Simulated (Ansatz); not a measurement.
Species: C2H4B, charge 0, doublet. C2H4B (SMILES BC=[CH], doublet).
B3LYP-D3(BJ)/def2-TZVP minimum from Ansatz (a first-principles code):
```
C
C 1 1.3169
H 2 1.0826 1 134.81
H 1 1.0893 2 119.57 3 180.00
B 1 1.5422 4 121.43 2 180.00
H 5 1.1910 1 119.59 4 -180.00
H 5 1.1924 6 119.96 1 180.00
```
Charge 0, spin multiplicity 2.

Total energies in aug-cc-pVDZ, 15 correlated electrons, 3 frozen orbitals. Radicals and triplets start from unrestricted determinants; spin-orbit coupling is neglected. Cores are frozen in correlated methods. No relativity. The UHF reference of C2H4B (BC=[CH], doublet) is spin-contaminated (<S^2> up to 0.20 over the pure value in the sets run).

```csv
method,program,energy (Eh),minus CCSDT(Q) (mEh)
HF,Ansatz,-102.66119,382.10
MP2,Ansatz,-102.97827,65.01
CCSD,Ansatz,-103.02692,16.37
CCSD(T),Ansatz,-103.04060,2.68
CCSDT(Q),Ansatz,-103.04329,0.00
```

Rough core times of Ansatz's runs on a shared machine: CCSD(T) 40 s, CCSDT(Q) 50 min.
